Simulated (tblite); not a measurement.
A tight-binding relaxation on `CC[Se][Si@H]([SiH3])[SiH2][SiH3]`.

Computed with GFN2-xTB geometry optimisation, gas phase (tblite 0.8.0). Start geometry: from a force field or distance geometry. The command runs a driver script over a list of jobs; the input below is this job's line of settings and its coordinates in Å.

Command:
```bash
OMP_NUM_THREADS=1 python probes_run.py task.json out
```

Input:
```
{"job": {"kind": "relax", "xc": "GFN2-xTB", "basis": "xTB"}, "charge": 0, "multiplicity": 1}
C     -3.331200     1.134900     0.054100
C     -2.782600    -0.273000     0.028000
Se    -1.535500    -0.421400    -1.436600
Si     0.610700    -0.787500    -0.771300
Si     0.625800    -2.396100     0.768500
Si     1.461200     1.129500    -0.094300
Si     3.684500     1.118100     0.097500
H     -2.708400     1.814300     0.672600
H     -3.328600     1.491500    -1.004600
H     -4.419200     1.148500     0.363900
H     -2.342900    -0.502800     1.014900
H     -3.642300    -0.958300    -0.188500
H      1.325900    -1.278100    -1.928800
H      0.607800    -3.699200     0.056500
H     -0.601400    -2.304700     1.571300
H      1.811500    -2.406000     1.621900
H      0.817300     1.562500     1.147600
H      1.171900     2.108000    -1.161000
H      4.208200    -0.108800     0.694700
H      4.056500     2.241300     0.998100
H      4.301800     1.404300    -1.195600
```

Output:
```
step      E/eV     max force
  0    -584.17874    1.776
  1    -584.38236    1.010
  2    -584.50199    0.647
  3    -584.55015    0.571
  4    -584.62715    0.769
  5    -584.67735    0.662
  6    -584.72030    0.427
  7    -584.75508    0.412
  8    -584.79193    0.543
  9    -584.82536    0.568
... (259 lines left out)
269    -585.04719    0.021
270    -585.04733    0.028
271    -585.04744    0.026
272    -585.04755    0.021
273    -585.04762    0.012
274    -585.04768    0.014
275    -585.04772    0.014
276    -585.04775    0.014
277    -585.04777    0.010
278    -585.04779    0.008
```

«max force» is the largest atomic force in eV/Å.

From which step on does the largest force stay under 0.1 eV/Å, and how much energy is left to gain from there?

From step 183 (0.047 eV/Å), 17.1 meV above the end.

Summary of the converged run: energy lowered by 20.0 kcal/mol over 278 steps; largest atomic force 0.008 eV/Å at the end.

Where do the atoms end?

1.052 Å rms from the input after alignment:
```
atom  x, y, z in Å
C1    -2.5827    0.7450    0.2114
C2    -2.6422   -0.4219   -0.7516
Se3   -1.0965   -0.5137   -1.9776
Si4    0.5811   -0.8516   -0.3979
Si5   -0.1160   -2.4612    1.1451
Si6    1.4045    1.2277    0.3252
Si7    3.5488    1.7422   -0.3884
H8    -1.7301    0.6595    0.8846
H9    -2.4988    1.6845   -0.3316
H10   -3.4932    0.7713    0.8088
H11   -2.6864   -1.3763   -0.2226
H12   -3.5103   -0.3417   -1.4078
H13    1.5846   -1.4510   -1.2957
H14   -0.8741   -3.5888    0.5991
H15   -0.9540   -1.8527    2.1847
H16    1.0747   -2.9994    1.8017
H17    1.3380    1.1980    1.7996
H18    0.4649    2.3041   -0.0259
H19    4.4529    0.6216   -0.1135
H20    4.1146    2.9120    0.2869
H21    3.6113    2.0092   -1.8255
```

How long does this job take on one thread, Arm Neoverse N1 (aarch64), no GPU, shared host?

About 6.3 s.
Labels such as C1 count atoms from 1, the log's own numbers from 0.
